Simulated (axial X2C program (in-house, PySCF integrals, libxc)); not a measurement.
**Excited states of LiTe⁻ by EOM-EE-CCSD**

Computed with an axial X2C code built on PySCF integrals: two-component X2C with atomic mean-field Coulomb and Gaunt terms, Gaussian nuclei, basis Te dyall-acv3z, Li dyall-acv3z with contracted cores.

R = 2.393 Å (near the PBE0 minimum at charge -1 of the determinant lowest at the starting distance; the state shown can have its own minimum elsewhere).

Vertical excitation energies from the closed-shell determinant state of LiTe⁻:

```csv
Ω,excitation (eV),cm⁻¹,hole of the leading pair,particle of the leading pair,weight of the pair (for Ω = 0 its time-reversed partner can hold as much again),singles weight
2,0.865,6974,"78% Te pπ, 15% Li pπ, 7% Li dπ","57% Li sσ, 30% Li pσ, 6% Te pσ",0.92,0.93
1,0.894,7208,"78% Te pπ, 15% Li pπ, 7% Li dπ","56% Li sσ, 32% Li pσ",0.91,0.92
0⁻,1.113,8978,"55% Te pπ, 23% Te pσ, 9% Li pπ","56% Li sσ, 31% Li pσ, 6% Te pσ",0.46,0.93
1,1.131,9126,"54% Te pπ, 25% Te pσ, 9% Li pπ","55% Li sσ, 32% Li pσ, 6% Te pσ",0.91,0.93
0⁺,1.220,9840,"68% Te pπ, 11% Te pσ, 11% Li pπ","57% Li sσ, 31% Li pσ",0.46,0.92
0⁻,1.594,12857,"78% Te pπ, 15% Li pπ, 7% Li dπ",98% Li pπ,0.46,0.93
1,1.597,12880,"78% Te pπ, 15% Li pπ, 7% Li dπ",99% Li pπ,0.92,0.93
3,1.599,12898,"78% Te pπ, 15% Li pπ, 7% Li dπ",99% Li pπ,0.93,0.93
2,1.604,12937,"78% Te pπ, 15% Li pπ, 7% Li dπ",99% Li pπ,0.93,0.93
2,1.617,13039,"78% Te pπ, 15% Li pπ, 7% Li dπ","88% Li pσ, 10% Li sσ",0.93,0.93
1,1.622,13080,"78% Te pπ, 15% Li pπ, 7% Li dπ","88% Li pσ, 10% Li sσ",0.93,0.93
0⁺,1.623,13088,"78% Te pπ, 15% Li pπ, 7% Li dπ",99% Li pπ,0.46,0.93
```

This point took 68 s on 1 thread of Arm Neoverse V1 (shared host).

Reference electrons by ω block (each with its −ω partner): 1/2: 18, 3/2: 8, 5/2: 2. 18 electrons of LiTe⁻ correlated (inner shells frozen), 84 natural virtual spinors (a truncated set); levels can be off by some tenths of an eV. Roots sought by Ω: (0: 5, 1: 4, 2: 3, 3: 1); the list ends where they run out and leaves out roots under 60 % singles weight. The solver can skip a root, and states that need a further excitation, which the method places far too high, are missing though they may lie low or lowest. T1 of the reference 0.013 (Lee–Taylor). The highest Hartree–Fock level of the anion lies at -1.42 eV; relaxation, partly offset by correlation, puts the detachment threshold some tenths of an eV to over one eV lower in magnitude, and states above it are held by the basis set and are not bound. Number of frozen shells: Te 4 s, 3 p, 1 d; Li 1 s.
